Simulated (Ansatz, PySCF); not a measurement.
Spin states of FeO2 (SMILES [O]=[Fe]=[O]), each relaxed with B3LYP-D3(BJ)/def2-TZVP.
State 1 (charge 0, multiplicity 5):
```xyz
3

Fe     0.322    -0.241     0.328
O      0.873     0.312    -1.071
O     -1.228    -0.024     0.673
```
State 2 (charge 0, multiplicity 1):
```json
[
 {"atom": "Fe", "x (Å)": "0.1342", "y (Å)": "-0.0971", "z (Å)": "0.1316"},
 {"atom": "O", "x (Å)": "1.0711", "y (Å)": "0.2532", "z (Å)": "-1.0515"},
 {"atom": "O", "x (Å)": "-1.2386", "y (Å)": "-0.1088", "z (Å)": "0.8497"}
]
```

Singlets are restricted, other states unrestricted; no spin–orbit coupling, no relativity up to Kr; see below for the cores. The largest T1 diagnostic is 0.114.

The values were computed with Ansatz (Gaussian orbitals); PySCF for the dispersion terms. Values without a source in brackets are computed.

```tsv
level	energy of the multiplicity-1 state less that of the multiplicity-5 state (kJ/mol)
PBE/def2-TZVPP	59.6
r2SCAN-D4/def2-TZVPP	118.9
r2SCANh/def2-TZVPP	…
B3LYP-D3(BJ)/def2-TZVPP	88.2
B3LYP-D4/def2-TZVPP	88.1
PBE0-D4/def2-TZVPP	…
CAM-B3LYP/def2-TZVPP	93.0
CAM-B3LYP-D3(BJ)/def2-TZVPP	93.1
wB97M-V/def2-TZVPP	88.4
```

Task: What belongs in the gaps?

Result: 
- r2SCANh/def2-TZVPP, energy of the multiplicity-1 state less that of the multiplicity-5 state (kJ/mol): 135.0
- PBE0-D4/def2-TZVPP, energy of the multiplicity-1 state less that of the multiplicity-5 state (kJ/mol): 111.0

Ansatz is a quantum-chemistry and plane-wave program.
